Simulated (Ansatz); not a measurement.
F2Sn (SMILES [F][Sn][F]) moved off its minimum; all values from Ansatz (a quantum-chemistry and plane-wave program), cores frozen in correlated methods. Elements past Kr take the def2 small-core potentials, without spin–orbit coupling.
(charge 0, multiplicity 1)
```xyz
3

Sn    -0.00964     0.03352     0.30946
F      0.62401     1.30518    -1.02374
F     -0.77979    -1.20100    -0.96490
```

Forces at wB97M-V/def2-TZVPP (eV/Å):

```
atom      Fx      Fy      Fz
----  ------  ------  ------
Sn1    0.086   0.185  -0.293
F2    -0.115  -0.231   0.244
F3     0.029   0.046   0.049
```

Q: Give the forces (eV/Å), the total energy and the dipole at CCSD(T)/def2-TZVPPD.

A: 
```
atom      Fx      Fy      Fz
----  ------  ------  ------
Sn1    0.102   0.187  -0.052
F2    -0.050  -0.103   0.123
F3    -0.052  -0.084  -0.071
```
Energy -413.0273 hartree, dipole 3.76 D.
